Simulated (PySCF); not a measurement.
# Vibration and rotation of TeC

PBE0 constants of TeC, ¹Σ⁺ (singlet), closed shell (basis Te cc-pVTZ-PP with ECP28, C cc-pVTZ; scalar-relativistic core potentials; PySCF 2.14; masses 129.9062 and 12.0000 u):

| Quantity | Value |
| --- | --- |
| ωe | 905.9 cm⁻¹ |
| ωexe | 3.28 cm⁻¹ |
| Be | 0.43049 cm⁻¹ |
| αe | 0.00232 cm⁻¹ |
| D (centrifugal) | 3.89e-07 cm⁻¹ |
| De to Te + C | 4.67 eV |

(1) Give the vibrational terms G(v) and spacings up to v = 6.

(2) How well does the Morse estimate ωe²/(4ωexe) reproduce De, and what is D0?

Spin–orbit coupling is left out, which matters for elements this heavy, above all for dissociation energies.

Answers

(1) G(v) = ωe(v+½) − ωexe(v+½)².

```csv
v,G(v) (cm⁻¹),G(v) − G(v−1),Bv (cm⁻¹)
0,452.1,,0.4293
1,1351.5,899.3,0.4270
2,2244.2,892.8,0.4247
3,3130.5,886.2,0.4224
4,4010.1,879.7,0.4200
5,4883.2,873.1,0.4177
6,5749.8,866.5,0.4154
```

(2) It gives 7.76 eV, 166 % of the computed De. D0 = De − G(0) = 4.67 − 0.06 = 4.61 eV.
